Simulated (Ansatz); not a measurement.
Stepwise reaction of `NB(O[SiH3])O[SiH3]` with hydrogen chloride, as a gas-phase model of exchange steps in deposition or etching. ΔE in kJ/mol.

Calculated with Ansatz (gas phase, PBE0-D4/def2-TZVP geometries, no zero-point term in ΔE). CCSD(T)/CBS is the MP2 limit (def2-TZVPP, def2-QZVPP) plus CCSD(T) − MP2 in def2-TZVPP, frozen cores. This one scheme is used for every species. DFT in def2-TZVPP. B3LYP here is the variant with VWN-RPA as its local correlation; programs differ in this. One conformer a species, not always the lowest.

```tsv
step	reaction	PBE-D4	B3LYP-D4	ωB97M-V	CCSD(T)/CBS
1	`NB(O[SiH3])O[SiH3]` + HCl → `NB(Cl)O[SiH3]` + `O[SiH3]`	27.5	38.5	34.6	34.6
```

Give the row of step 2, `NB(Cl)O[SiH3]` + HCl → `NB(Cl)Cl` + `O[SiH3]`. (An estimate is asked.)

Ansatz gave: 
```json
{"step": "2", "reaction": "`NB(Cl)O[SiH3]` + HCl → `NB(Cl)Cl` + `O[SiH3]`", "PBE-D4": "26.6", "B3LYP-D4": "38.3", "ωB97M-V": "34.1", "CCSD(T)/CBS": "35.3"}
```

By hand: ΔE of the 2 steps together at CCSD(T)/CBS.

(34.6) + (35.3) = 69.9 kJ/mol, or 35.0 kJ/mol a step.

In ΔE the steps differ by no more than 0.7 kJ/mol. All are uphill at CCSD(T)/CBS. PBE-D4 differs from CCSD(T)/CBS by -8.7 to -7.1 kJ/mol a step. Isolated molecules leave out the surface, adducts and barriers. Largest T1 diagnostic: 0.012.
